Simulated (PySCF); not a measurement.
C2H6ClGa, charge +1, quartet, geometry from GFN2-xTB of the parent state (such geometries of metal compounds can be far from the true shape) (a state made from the parent by changing its charge; the spin is typed, not shown lowest); B3LYP/STO-3G (PySCF).

Here is a job for PySCF.
```python
from pyscf import gto, scf, dft

mol = gto.Mole()
mol.atom = '''
    Ga   -0.11318702    0.04469571   -0.08248336
    C    -1.92172568   -0.98294550   -0.55503717
    H    -1.85733445   -1.24248750   -1.61332384
    H    -2.74321140   -0.29652337   -0.34397420
    H    -1.91352618   -1.85857301    0.09676954
    C    -0.37592146    1.89024885   -1.11933910
    H    -0.66734654    1.64329702   -2.14141930
    H     0.59865420    2.37779450   -1.05496299
    H    -1.15677370    2.43270961   -0.58316277
    Cl    1.47260108   -0.58150613    1.07313619
'''
mol.basis = 'sto-3g'
mol.charge = 1
mol.spin = 3
mol.verbose = 5
mol.build()

mf = dft.UKS(mol)
mf.xc = 'b3lyp'
mf.kernel()
```

It wrote (shortened):

```
PySCF version 2.14.0

[INPUT] verbose = 5
[INPUT] max_memory = 4000
[INPUT] num. atoms = 10
[INPUT] num. electrons = 65
[INPUT] charge = 1
[INPUT] spin (= nelec alpha-beta = 2S) = 3
[INPUT] symmetry False subgroup None
[INPUT] Mole.unit = angstrom
[INPUT] Symbol           X                Y                Z      unit          X                Y                Z       unit  Magmom
[...]
[INPUT] ---------------- BASIS SET ----------------
[INPUT] l, kappa, [nprim/nctr], expnt,             c_1 c_2 ...
[INPUT] C
[...]
                                13.045096         0.53532814
                                3.5305122         0.44463454
[...]
                                0.6834831         0.39951283
                                0.2222899         0.70011547
[...]
                                0.6834831         0.60768372
                                0.2222899         0.39195739
[INPUT] Ga
[...]
                                375.4910517       0.5353281423
                                101.6225324       0.4446345422
[...]
                                38.98425028       0.3995128261
                                12.67888813       0.7001154689
[...]
                                3.847993927       0.2175436044
                                1.484675684       0.9166769611
[...]
                                0.2947057141      0.0196064117
                                0.1301451506      1.131034442
[...]
                                38.98425028       0.6076837186
                                12.67888813       0.3919573931
[...]
                                3.847993927       0.5777664691
                                1.484675684       0.4846460366
[...]
                                0.2947057141      0.5715227604
                                0.1301451506      0.5498949471
[...]
                                3.847993927       0.6555473627
                                1.484675684       0.286573259
[INPUT] H
[...]
                                0.62391373        0.53532814
                                0.1688554         0.44463454
[INPUT] Cl
[...]
                                109.5358542       0.5353281423
                                29.64467686       0.4446345422
[...]
                                9.053563477       0.3995128261
                                2.944499834       0.7001154689
[...]
                                0.5940934274      0.2255954336
                                0.232524141       0.900398426
[...]
                                9.053563477       0.6076837186
                                2.944499834       0.3919573931
[...]
                                0.5940934274      0.5951670053
                                0.232524141       0.462001012

nuclear repulsion = 337.75922629912
number of shells = 25
number of NR pGTOs = 129
number of NR cGTOs = 43
basis = sto-3g
ecp = {}

******** <class 'pyscf.dft.uks.UKS'> ********
method = UKS
initial guess = minao
damping factor = 0
level_shift factor = 0
DIIS = <class 'pyscf.scf.diis.CDIIS'>
diis_start_cycle = 1
diis_space = 8
diis_damp = 0
SCF conv_tol = 1e-09
SCF conv_tol_grad = None
SCF max_cycles = 50
direct_scf = True
direct_scf_tol = 1e-13
number electrons alpha = 34  beta = 31
XC library pyscf.dft.libxc version 7.1.2
    S. Lehtola, C. Steigemann, M. J. T. Oliveira, and M. A. L. Marques,  SoftwareX 7, 1–5 (2018)
XC functionals = b3lyp
    P. J. Stephens, F. J. Devlin, C. F. Chabalowski, and M. J. Frisch,  J. Phys. Chem. 98, 11623 (1994)
radial grids:
    Treutler-Ahlrichs [JCP 102, 346 (1995); DOI:10.1063/1.469408] (M4) radial grids

becke partition: Becke, JCP 88, 2547 (1988); DOI:10.1063/1.454033
pruning grids: <function nwchem_prune>
grids dens level: 3
symmetrized grids: False
atomic radii adjust function: <function treutler_atomic_radii_adjust>
small_rho_cutoff = 0
Set gradient conv threshold to 3.16228e-05
atom Ga rad-grids = 90, ang-grids = [ 50  50  50  50  50  50  50  50  50  50  50  50  50  50  50  50  50  50
  50  50  50  50  50  50  50  50  50  50  86  86  86  86  86  86  86  86
  86  86  86  86  86  86  86 350 350 350 350 350 350 350 350 350 350 350
 434 434 434 434 434 434 434 434 434 434 434 434 434 434 434 434 434 434
 434 434 434 350 350 350 350 350 350 350 350 350 350 350 350 350 350 350]
atom C rad-grids = 75, ang-grids = [ 50  50  50  50  50  50  50  50  50  50  50  50  50  50  50  50  50  50
  50  50  50  50  86  86  86  86  86  86  86  86  86  86 266 266 266 266
 266 266 302 302 302 302 302 302 302 302 302 302 302 302 302 302 302 302
 302 302 302 302 266 266 266 266 266 266 266 266 266 266 266 266 266 266
 266 266 266]
atom H rad-grids = 50, ang-grids = [ 50  50  50  50  50  50  50  50  50  50  50  50  50  50  50  86  86  86
  86 266 266 266 266 266 302 302 302 302 302 302 302 302 302 302 302 302
 302 266 266 266 266 266 266 266 266 266 266 266 266 266]
atom Cl rad-grids = 80, ang-grids = [ 50  50  50  50  50  50  50  50  50  50  50  50  50  50  50  50  50  50
  50  50  50  50  50  50  86  86  86  86  86  86  86  86  86  86  86  86
  86 350 350 350 350 350 350 350 350 350 434 434 434 434 434 434 434 434
 434 434 434 434 434 434 434 434 434 434 350 350 350 350 350 350 350 350
 350 350 350 350 350 350 350 350]
tot_boxes 3584, boxes in each direction [14 14 12]
Padding 4 grids
tot grids = 126872
nelec by numeric integration = [32.44886564 32.44886564]
E1 = -4040.102020411246  E2 = 1268.527174521741  Ecoul = 1384.244413732776  Exc = -115.71723921103487
init E= -2433.81561959038
cond(S) = 9.725884825026437

  alpha mo_energy =
[-3.69358963e+02 -1.00924674e+02 -4.52438468e+01 -4.10395554e+01
 -4.10394216e+01 -4.10393876e+01 -1.02770788e+01 -1.02768741e+01
 -9.68819977e+00 -7.46220846e+00 -7.45657461e+00 -7.45649015e+00
 -5.56761420e+00 -3.88495055e+00 -3.88168268e+00 -3.87998371e+00
 -1.12423828e+00 -9.83257013e-01 -9.56166624e-01 -7.19759989e-01
 -6.27970523e-01 -6.26011064e-01 -6.23746580e-01 -6.16150020e-01
[...]
 -6.52500455e-01 -6.35025167e-01 -6.25446168e-01 -6.23484206e-01
 -6.19289764e-01 -6.17198964e-01 -6.14098903e-01 -6.03601851e-01
 -5.54215425e-01 -5.19366294e-01 -5.11224081e-01 -4.09824373e-01
 -4.05366377e-01 -2.19074208e-01 -1.71584596e-01 -4.79335574e-02
  3.57200165e-02  2.20656145e-01  2.22800644e-01  2.25167810e-01
  2.26855068e-01  2.29256040e-01  2.35906847e-01]
multiplicity <S^2> = 3.7546264  2S+1 = 4.0023126
nelec by numeric integration = [34.00000922 31.00001091]
E1 = -4042.444664430916  E2 = 1268.7239054768713  Ecoul = 1384.4020532208658  Exc = -115.67814774399443
cycle= 47 E= -2435.96153265492  delta_E= -0.000115  |g|= 0.00613  |ddm|= 0.088

  alpha mo_energy =
[-3.69399661e+02 -1.00758207e+02 -4.53503286e+01 -4.11707630e+01
 -4.11431170e+01 -4.11109608e+01 -1.02844945e+01 -1.02840729e+01
 -9.54726735e+00 -7.32397958e+00 -7.31635933e+00 -7.31065398e+00
 -5.66198233e+00 -4.04010813e+00 -3.98182331e+00 -3.90955275e+00
 -1.03893599e+00 -9.22930850e-01 -9.08366207e-01 -7.89921511e-01
 -7.28546732e-01 -6.89050068e-01 -6.64072826e-01 -6.60178941e-01
 -6.51187611e-01 -6.33797269e-01 -6.29743013e-01 -6.25763254e-01
 -6.16536877e-01 -5.70521333e-01 -5.55786742e-01 -5.30740458e-01
 -4.92098590e-01 -3.30837103e-01 -2.19576519e-01 -8.72808884e-02
  1.88154037e-03  2.07609922e-01  2.14710393e-01  2.16205057e-01
  2.16514255e-01  2.20937498e-01  2.24469338e-01]
  beta  mo_energy =
[-3.69398605e+02 -1.00756521e+02 -4.53297273e+01 -4.11416932e+01
 -4.11248293e+01 -4.11038072e+01 -1.02801680e+01 -1.02797922e+01
 -9.54517485e+00 -7.32339991e+00 -7.31116552e+00 -7.30780806e+00
 -5.59800127e+00 -3.93026754e+00 -3.91133154e+00 -3.88318278e+00
 -1.02166436e+00 -9.02464157e-01 -8.89133422e-01 -6.94980108e-01
 -6.54957156e-01 -6.35057658e-01 -6.25360535e-01 -6.22961913e-01
 -6.19455725e-01 -6.17206250e-01 -6.14200523e-01 -6.03204942e-01
 -5.54069299e-01 -5.19284678e-01 -5.11222013e-01 -4.10004725e-01
 -4.05198241e-01 -2.19311196e-01 -1.71416477e-01 -4.77000005e-02
  3.55577879e-02  2.20644528e-01  2.22778753e-01  2.25144538e-01
  2.26847695e-01  2.29236842e-01  2.35883718e-01]
multiplicity <S^2> = 3.7547065  2S+1 = 4.0023526
nelec by numeric integration = [34.00000922 31.00001087]
E1 = -4042.4487383314918  E2 = 1268.7280681393322  Ecoul = 1384.4067960242078  Exc = -115.67872788487558
cycle= 48 E= -2435.96144389304  delta_E= 8.88e-05  |g|= 0.00595  |ddm|= 0.0571

  alpha mo_energy =
[-3.69400028e+02 -1.00757690e+02 -4.53507177e+01 -4.11741496e+01
 -4.11387303e+01 -4.11131126e+01 -1.02847318e+01 -1.02840575e+01
 -9.54682835e+00 -7.32352464e+00 -7.31588845e+00 -7.31022746e+00
 -5.66244945e+00 -4.04651589e+00 -3.97238051e+00 -3.91379849e+00
 -1.03894079e+00 -9.22964132e-01 -9.08362884e-01 -7.91424507e-01
 -7.27118513e-01 -6.94018854e-01 -6.64086157e-01 -6.57921151e-01
 -6.50661807e-01 -6.33579401e-01 -6.29887032e-01 -6.25738302e-01
 -6.16429377e-01 -5.70397305e-01 -5.55480404e-01 -5.30729839e-01
 -4.91824106e-01 -3.31297357e-01 -2.19877488e-01 -8.67042837e-02
  1.45540647e-03  2.07564836e-01  2.14645078e-01  2.16154534e-01
  2.16506148e-01  2.20891734e-01  2.24409848e-01]
  beta  mo_energy =
[-3.69398973e+02 -1.00756023e+02 -4.53300571e+01 -4.11438181e+01
 -4.11222321e+01 -4.11052852e+01 -1.02803777e+01 -1.02797551e+01
 -9.54476009e+00 -7.32300323e+00 -7.31073150e+00 -7.30738941e+00
 -5.59822796e+00 -3.93187156e+00 -3.90883378e+00 -3.88470161e+00
 -1.02173684e+00 -9.02455163e-01 -8.89072063e-01 -6.92941519e-01
 -6.61024868e-01 -6.35416185e-01 -6.25425584e-01 -6.21282912e-01
 -6.19805179e-01 -6.17252731e-01 -6.17025800e-01 -6.01347890e-01
 -5.53468295e-01 -5.19129627e-01 -5.11266358e-01 -4.08014422e-01
 -4.04784404e-01 -2.19793959e-01 -1.70977876e-01 -4.71601708e-02
  3.51569034e-02  2.20631588e-01  2.22752117e-01  2.25111664e-01
  2.26844962e-01  2.29218316e-01  2.35858243e-01]
multiplicity <S^2> = 3.7549045  2S+1 = 4.0024515
nelec by numeric integration = [34.00000923 31.00001087]
E1 = -4042.35953998642  E2 = 1268.6390786508525  Ecoul = 1384.3155359803338  Exc = -115.67645732948122
cycle= 49 E= -2435.96123503645  delta_E= 0.000209  |g|= 0.00742  |ddm|= 0.113

  alpha mo_energy =
[-3.69400066e+02 -1.00757626e+02 -4.53507593e+01 -4.11745163e+01
 -4.11383759e+01 -4.11132230e+01 -1.02847006e+01 -1.02840537e+01
 -9.54677362e+00 -7.32346816e+00 -7.31582902e+00 -7.31017514e+00
 -5.66250579e+00 -4.04720823e+00 -3.97156320e+00 -3.91405302e+00
 -1.03893705e+00 -9.22957328e-01 -9.08351650e-01 -7.91756910e-01
 -7.27018586e-01 -6.94511381e-01 -6.64114132e-01 -6.57567448e-01
 -6.50524138e-01 -6.33538598e-01 -6.29896033e-01 -6.25726681e-01
 -6.16401180e-01 -5.70364071e-01 -5.55435789e-01 -5.30727722e-01
 -4.91778429e-01 -3.31357509e-01 -2.19905089e-01 -8.66210655e-02
  1.42017573e-03  2.07565481e-01  2.14645795e-01  2.16162409e-01
  2.16513151e-01  2.20891415e-01  2.24410480e-01]
  beta  mo_energy =
[-3.69399012e+02 -1.00755962e+02 -4.53300910e+01 -4.11440461e+01
 -4.11220165e+01 -4.11053765e+01 -1.02803415e+01 -1.02797500e+01
 -9.54470822e+00 -7.32295359e+00 -7.31067703e+00 -7.30733746e+00
 -5.59824874e+00 -3.93203683e+00 -3.90858774e+00 -3.88483557e+00
 -1.02174114e+00 -9.02443155e-01 -8.89054165e-01 -6.92885138e-01
 -6.61474664e-01 -6.35475442e-01 -6.25572466e-01 -6.21164270e-01
 -6.19829832e-01 -6.17439517e-01 -6.17152135e-01 -6.01278775e-01
 -5.53328148e-01 -5.19106953e-01 -5.11264616e-01 -4.07551586e-01
 -4.04678594e-01 -2.19855241e-01 -1.70918010e-01 -4.70824499e-02
  3.51224095e-02  2.20637941e-01  2.22757812e-01  2.25115590e-01
  2.26854433e-01  2.29224378e-01  2.35861373e-01]
multiplicity <S^2> = 3.7549264  2S+1 = 4.0024625
nelec by numeric integration = [34.00000923 31.00001085]
E1 = -4042.33405306838  E2 = 1268.6136232532713  Ecoul = 1384.2892255486051  Exc = -115.67560229533396
cycle= 50 E= -2435.96120351599  delta_E= 3.15e-05  |g|= 0.00785  |ddm|= 0.017
SCF not converged.
SCF energy = -2435.96120351599 after 50 cycles  <S^2> = 3.7549264  2S+1 = 4.0024625
```

Convergence was not reached.
